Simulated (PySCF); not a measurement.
Isomers of C7H16O2Si, from PySCF, PBE0-D3(BJ)/def2-SVP geometry optimisation, gas phase. One conformer each, no zero-point energy, no frequencies.

Task: Which is lower in electronic energy at this level?
A. `[CH3:1][Si:2]([CH3:3])([CH3:4])[O:5][C@H:6]1[CH2:7][CH2:8][CH2:9][O:10]1` with Si2–O5–C6–C7 -165°, O5–C6–C7–C8 117°, C6–C7–C8–C9 -19°, C7–C8–C9–O10 36°, C8–C9–O10–C6 -41°: A = 2061, B = 701.7, C = 667.4 MHz, dipole 0.74 D
B. `[CH3:1][O:2][SiH2:3][O:4][CH2:5][CH:6]1[CH2:7][CH2:8][CH2:9][CH2:10]1` with C1–O2–Si3–O4 -60°, O2–Si3–O4–C5 138°, Si3–O4–C5–C6 -130°, O4–C5–C6–C7 -174°, C5–C6–C7–C8 -131°, C6–C7–C8–C9 32°, C7–C8–C9–C10 -42°, C8–C9–C10–C6 37°: A = 2221, B = 553.1, C = 478.9 MHz, dipole 1.95 D

Result: A. That is `C[Si](C)(C)O[C@H]1CCCO1`, 9.4 kcal/mol below the other.

| SMILES | mapped SMILES | E (Eh) | relative (kcal/mol) | relative (kJ/mol) | dipole (D) |
| --- | --- | --- | --- | --- | --- |
| C[Si](C)(C)O[C@H]1CCCO1 | [CH3:1][Si:2]([CH3:3])([CH3:4])[O:5][C@H:6]1[CH2:7][CH2:8][CH2:9][O:10]1 | -715.39641 | 0.0 | 0.0 | 0.74 |
| CO[SiH2]OCC1CCCC1 | [CH3:1][O:2][SiH2:3][O:4][CH2:5][CH:6]1[CH2:7][CH2:8][CH2:9][CH2:10]1 | -715.38139 | 9.4 | 39.4 | 1.95 |

As drawn, the lower has an Si–C bond, which the higher lacks.
